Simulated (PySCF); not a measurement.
# MgBi⁺: frontier orbitals

PBE0 at R = 2.831 Å; Mg aug-cc-pVDZ, Bi aug-cc-pVDZ-PP with ECP60; scalar-relativistic core potentials (PySCF 2.14). State: ³Σ⁻ (triplet), unpaired electrons π ↑↑. Only the outer orbitals are listed, counted within each symmetry, core potentials removing the inner ones.

| spin | orbital | occ. | ε (eV) | on Mg (%) | main shells (%) |
| --- | --- | --- | --- | --- | --- |
| α | 7σ | 1 | -21.55 | 1 | 99 Bi s |
| α | 8σ | 1 | -12.25 | 45 | 52 Bi p, 40 Mg s |
| α | 4π | 1 | -10.92 | 4 | 95 Bi p |
| α | 4π | 1 | -10.92 | 4 | 95 Bi p |
| α | 9σ | 0 | -7.99 | 77 | 59 Mg s, 26 Bi p, 17 Mg p |
| α | 5π | 0 | -5.34 | 92 | 92 Mg p |
| α | 5π | 0 | -5.34 | 92 | 92 Mg p |
| β | 7σ | 1 | -19.73 | 7 | 93 Bi s |
| β | 8σ | 1 | -11.75 | 73 | 72 Mg s, 26 Bi p |
| β | 9σ | 0 | -7.92 | 59 | 40 Bi p, 32 Mg p, 26 Mg s |
| β | 4π | 0 | -7.58 | 19 | 80 Bi p, 17 Mg p |
| β | 4π | 0 | -7.58 | 19 | 80 Bi p, 17 Mg p |

Question: Which are the highest filled and the lowest empty level, where do they sit, and how wide is the gap?

Answer: Highest filled α 4π at -10.92 eV (in %: 95 Bi p); lowest empty α 9σ at -7.99 eV (in %: 59 Mg s, 26 Bi p, 17 Mg p); the gap at PBE0 is 2.93 eV.

* bond order (Mayer): 1.02
* ⟨S²⟩: 2.063
* charge on Mg (Mulliken, basis-dependent): 0.66
* charge on Mg (Löwdin, basis-dependent): 0.74
* dipole moment (positive dipole points towards Bi; it is taken about the centre of mass and depends on that origin): -9.01 D
* polarisability along the bond: 136.3 bohr³
* polarisability across the bond: 64.1 bohr³

These are scalar-relativistic numbers at best; spin–orbit coupling would shift them, the dissociation energy most. The state was picked by a PBE0 search and need not be the measured ground state.
